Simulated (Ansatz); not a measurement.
## Two structures, one formula

The two ends of one reaction step of C$_{2}$H$_{7}$Ga, singlet (PBE0-D4/def2-TZVP).

A:

| atom | x (Å) | y (Å) | z (Å) |
| --- | --- | --- | --- |
| Ga1 | -0.2426 | 0.3903 | 0.0745 |
| H2 | 0.0483 | -1.6666 | -1.2036 |
| C3 | -1.3178 | 1.0491 | -1.1848 |
| H4 | 0.5967 | -1.2494 | -1.5122 |
| C5 | 0.8972 | -0.1805 | 1.5292 |
| H6 | -1.8757 | 1.9662 | -1.0402 |
| H7 | -1.4567 | 0.5335 | -2.1265 |
| H8 | 0.5827 | -1.1505 | 1.9154 |
| H9 | 1.9378 | -0.2414 | 1.2089 |
| H10 | 0.8300 | 0.5493 | 2.3393 |

B:

Ga1  (0.081, -0.651, -0.251)
H2  (0.262, -2.117, -0.814)
C3  (-0.868, 0.678, -1.353)
H4  (-0.423, 0.735, -2.350)
C5  (0.812, -0.222, 1.528)
H6  (-0.863, 1.674, -0.909)
H7  (-1.908, 0.368, -1.492)
H8  (0.444, -0.932, 2.274)
H9  (1.902, -0.320, 1.514)
H10  (0.562, 0.789, 1.853)
(Å)

Program: Ansatz 0.2.0. Basis: def2-TZVPP. Cores are frozen in the correlated methods. Filled d shells of the heavier atoms are correlated. The def2 sets are not built for correlating such inner shells, so the correlated values are less sure here. B3LYP uses VWN-RPA correlation.

Q: Which structure is lower at CCSD(T), and by how much? (Judge from chemistry; the value comes from the calculation.)

A: The calculation gives: B, by 57.59 kcal/mol (electronic energy, against the other). By their contacts, A is a complex of C₂H₅Ga ([CH2][Ga][CH3]) + H₂ and B is C₂H₇Ga ([CH3][GaH][CH3]).

All methods give the same order:

```csv
method,E(B) − E(A) (kcal/mol)
SPW92,-55.89
PBE-D4,-54.05
BLYP-D4,-51.90
r2SCAN-D4,-57.08
B97M-V,-59.84
PBE0-D4,-59.37
B3LYP-D4,-56.56
r2SCAN0-D4,-60.65
BHLYP-D4,-62.27
CAM-B3LYP-D4,-59.99
wB97X-V,-61.56
wB97M-V,-59.13
B2PLYP,-56.86
PBE-QIDH,-61.29
RPA on PBE,-56.63
HF,-68.00
MP2,-56.83
CCSD,-59.98
CCSD(T),-57.59
```

No T1 diagnostic of these runs exceeds 0.014. The restricted Hartree–Fock reference is unstable towards an unrestricted one at one or more of these structures.

Labels in which every atom is bracketed show which atoms are joined, not bond orders.

For scale, one of the runs: CCSD(T)/def2-TZVPP, 208 basis functions, launched by `ansatz run in.yaml --threads 4 --pin off --events-out ev --progress --plain --max-ram 9574MiB`. Time: 44 s of wall clock on 4 CPU threads of an Arm Neoverse V2; the host was shared. Peak host memory: 2.8 GiB.
